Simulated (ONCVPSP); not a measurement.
## What the settings do to the ONCV potential of thulium

Base potential:

```
Element                 : Tm (Z = 69)
Generator               : ONCVPSP 4.0.1
Type                    : optimised norm-conserving Vanderbilt (ONCV)
Functional              : revPBE
Relativity              : scalar-relativistic
Frozen core             : [Kr] 4d10 4f12
Valence charge          : 11
Reference configuration : 5s2 5p6 5d1 6s2
Partial waves           : 5s+6s: rc 1.65 bohr, ncon 4, nbas 7, qcut 5.6 1/bohr, 2 projectors; 5p: rc 2.30 bohr, ncon 3, nbas 8, qcut 6.8 1/bohr, 1 projector; 5d: rc 2.90 bohr, ncon 4, nbas 9, qcut 4.8 1/bohr, 2 projectors, debl 0.9 Ha
Local potential         : polynomial inside 1.30 bohr (lpopt 5, dvloc0 3 Ha)
Core correction         : Teter function, fcfact 4.75, rcfact 1
```

All-electron outer shells of the reference configuration (revPBE, scalar-relativistic, ld1.x):

| shell | level (eV) | outermost node (bohr) | outermost maximum (bohr) |
| --- | --- | --- | --- |
| 5s | -57.66 | 0.59 | 1.08 |
| 5p | -30.39 | 0.63 | 1.24 |
| 4f | -9.55 | – | 0.49 |
| 6s | -4.45 | 1.46 | 3.17 |
| 5d | -1.93 | 0.71 | 1.85 |

Cutoffs, loose and tight: the cutoffs (Ha) at which the residual kinetic energy of the hardest occupied pseudo-wave falls to 1 and 0.1 mHa per electron. They do not see the model core or the augmentation charge, which bear on the density cutoff. Test errors are all-electron minus pseudo excitation energies from the reference, over the configurations 5s2 5p6 5d1 6s1; 5s2 5p6 5d1 6s0; 5s2 5p6 5d0 6s0; 5s2 5p6 5d2 6s1. A dash means not determined; rows that change the core or the reference have their own tests. The largest error is taken over the tests solved by every variant that gives reliable tests at all: 5s2 5p6 5d1 6s0; 5s2 5p6 5d1 6s1; 5s2 5p6 5d2 6s1.

| change | outcome | cutoff, loose | cutoff, tight | bound ghosts | GHOST(+) flags above zero | largest test error (meV) |
| --- | --- | --- | --- | --- | --- | --- |
| base | generated | 16 Ha | 42 Ha | none | s | +27 |
| core correction Teter function, fcfact 4.75, rcfact 0.96 | generated | 16 Ha | 42 Ha | none | s | +27 |
| core correction Teter function, fcfact 4.75, rcfact 1.04 | generated | 16 Ha | 42 Ha | none | s | +27 |
| core correction Teter function, fcfact 4.75, rcfact 1.18 | generated | 16 Ha | 42 Ha | none | s | +27 |
| core correction Teter function, fcfact 4.75, rcfact 1.42 | generated | 16 Ha | 42 Ha | none | s | +19 |
| core correction Teter function, fcfact 4.75, rcfact 1.54 | generated | 16 Ha | 42 Ha | none | s | -5.7 |
| core correction Teter function, fcfact 4.75, rcfact 1.7 | generated | 16 Ha | 42 Ha | none | s | -59 |
| core correction Teter function, fcfact 4.75, rcfact 1.76 | generated | 16 Ha | 42 Ha | none | s | -96 |
| core correction Teter function, fcfact 4.75, rcfact 1.9 | generated | 16 Ha | 42 Ha | none | s | -208 |
| core correction Teter function, fcfact 4.75, rcfact 2.06 | generated | 16 Ha | 42 Ha | none | s | -373 |

Task: What comes out with this change to the base: core correction Teter function, fcfact 4.75, rcfact 1.34?

Result: outcome: generated; cutoff, loose: 16 Ha; cutoff, tight: 42 Ha; bound ghosts: none; GHOST(+) flags above zero: s; largest test error (meV): +24.

Reading the sweep of the rcfact (base included, trends over the rows without a ghost): The loose cutoff stays near 16 Ha.
